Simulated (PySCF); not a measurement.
## Adding and removing an electron: ZnGe

PBE0; Zn pcseg-1, Ge pcseg-1; no relativity (PySCF 2.14). Neutral (UKS): triplet (π ↑↑), Re = 2.468 Å, ωe = 187 cm⁻¹, De = 0.81 eV, HOMO -5.07 eV, LUMO -2.80 eV.

ZnGe⁺ (UKS): doublet (π ↑), Re = 2.598 Å, ωe = 175 cm⁻¹, De = 1.72 eV to Zn + Ge⁺. The energies at the minima are -3855.39183 hartree for ZnGe and -3855.13192 for ZnGe⁺.

**Question.** Work out the adiabatic ionisation energy, without and with harmonic zero-point energies (1 hartree = 27.2114 eV, 1 eV = 8065.5 cm⁻¹), and the change of the bond length.

**Answer.** At PBE0: 0.25991 hartree = 7.073 eV between the minima; the zero-point term (175.0 − 187.0)/2 cm⁻¹ = -0.001 eV makes it 7.072 eV. Re changes by +13.0 pm against the neutral. The electron leaves a π orbital, and the longer bond of the ion fits a bonding orbital, or a change in how ionic the bond is.

Spin–orbit coupling is left out. For an ion De counts to the pair picked by the measured ionisation energies or electron affinities, which need not be the lowest pair at this level. States were picked by a PBE0 search and need not be the measured ground states.
